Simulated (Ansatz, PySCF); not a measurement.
C2H3AlClF, SMILES [F][Al]([CH]=C)[Cl].

Geometry optimised at PBE-D3(BJ)/def2-SVP. The structure was generated by enumeration; whether it is a known compound was not checked. One conformer was computed; it need not be the lowest.

Vertical ionisation energy (IE) and electron affinity (EA) in eV. Rows of orbital energies are one-electron estimates. Where ΔSCF, EOM or ADC give a negative EA the extra electron is unbound and the value depends on the basis.

| level | IE | EA |
|---|---|---|
| −ε(HOMO), −ε(LUMO), HF/def2-TZVP (PySCF) | 10.78 | -1.63 |
| −ε(HOMO), −ε(LUMO), PBE/def2-TZVP (PySCF) | 7.40 | 2.47 |
| ΔSCF, PBE0/def2-SVPD (Ansatz), final states of multiplicity 2 and 2 | 10.75 | -0.04 |
| ΔSCF, PBE/def2-SVPD (Ansatz), final states of multiplicity 2 and 2 | 10.57 | 0.03 |

### Question
What vertical singlet–triplet gap does ΔSCF give with PBE0/def2-SVPD (Ansatz, a quantum-chemistry and plane-wave program) and with PBE/def2-SVPD (Ansatz)? (An estimate is asked for; the answer gives what the named calculation found.)

### Answer
3.86 and 4.03 eV (triplet above singlet where positive).
